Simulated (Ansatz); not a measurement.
Species: InF, charge 1, doublet. InF+ (parent SMILES [F][In], doublet).
B3LYP-D3(BJ)/def2-TZVP minimum from Ansatz (an electronic-structure program):
```xyz
2

In     0.0000     0.0000    -0.3005
F      0.0000     0.0000     1.6361
```
Charge +1, spin multiplicity 2.

Total energies in def2-QZVPP, 9 correlated electrons, 10 frozen orbitals. Open shells are spin-unrestricted; no spin-orbit coupling. Cores are frozen in correlated methods (noble-gas shells, and filled d and f shells in the p block). Past Kr the def2 sets carry scalar-relativistic core potentials. Spin-orbit terms, left out, reach several kcal/mol for Br and I, and more for heavier atoms. The spin of FIn+ (parent SMILES [F][In], doublet) was assumed, and the state is the lowest solution found for it.

| method | program | energy (Eh) | minus CCSDT(Q) (mEh) |
|---|---|---|---|
| HF | Ansatz | -288.43707 | 319.73 |
| MP2 | Ansatz | -288.74875 | 8.05 |
| CCSD | Ansatz | -288.74464 | 12.17 |
| CCSD(T) | Ansatz | -288.75603 | 0.77 |
| CCSDT(Q) | Ansatz | -288.75681 | 0.00 |

Rough core times of Ansatz's runs on a shared machine: CCSD(T) 90 s, CCSDT(Q) 30 min.
